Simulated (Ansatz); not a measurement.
`BC[SiH](N)F` + H₂ → `BC[SiH2]F` + NH₃ at 298.15 K and 1 bar (hydrogenolysis of the Si–N bond).

Computed with Ansatz on PBE0-D4/def2-TZVP structures; ΔE is electronic, products minus reactants. CCSD(T)/CBS adds triple-zeta CCSD(T) − MP2 to the extrapolated MP2 energy (def2 sets, frozen cores). This one scheme is used for every species. One conformer a species, not always the lowest.

| species | CCSD(T)/CBS energy (Eh) | H − E (kJ/mol) | S (J/(mol·K)) |
| --- | --- | --- | --- |
| `BC[SiH](N)F` | -510.73515 | 248.6 | 356.7 |
| H₂ | -1.17544 | 35.1 | 130.4 |
| `BC[SiH2]F` | -455.38132 | 196.4 | 323.3 |
| NH₃ | -56.50880 | 100.5 | 192.4 |

H − E and S are ideal-gas, rigid-rotor, harmonic terms from PBE0-D4/def2-TZVP, for one conformer and one mirror image of each species. For small species the MP2-based limit differs from directly extrapolated CCSD(T) by up to some mEh (0.8 for H₂); such offsets cancel only in part. 1 Eh = 2625.50 kJ/mol, R = 8.31446 J/(mol·K).

**Question.** By hand: ΔE, ΔH, ΔS and ΔG.

**Answer.** ΔE = (-455.38132) + (-56.50880) − (-510.73515) − (-1.17544) = 0.02047 Eh = 53.7 kJ/mol. Δ(H − E) = 196.4 + 100.5 − 248.6 − 35.1 = 13.2, so ΔH = 66.9 kJ/mol. ΔS = 323.3 + 192.4 − 356.7 − 130.4 = 28.6 J/(mol·K). ΔG = 66.9 − 298.15 × (28.6)/1000 = 58.4 kJ/mol.

**Question.** By hand: the equilibrium constant, and the temperature at which ΔG would vanish if ΔH and ΔS stayed fixed.

**Answer.** log₁₀ K = −ΔG/(RT ln 10) = -10.2. ΔG = 0 at ΔH/ΔS = 2339 K.

ΔH outweighs TΔS. A doubt of 5 kJ/mol in ΔE shifts log₁₀ K by 0.9 here. Other conformers and mirror images would add mixing entropy, several J/(mol·K) or more a flexible species. Modes under 60 cm⁻¹, often nearly free rotors, make the harmonic entropy too high. These are equilibria of isolated gas molecules and say nothing of rates. Largest T1 diagnostic: 0.011 (customary marks: 0.02 for closed shells, 0.045 for open ones).
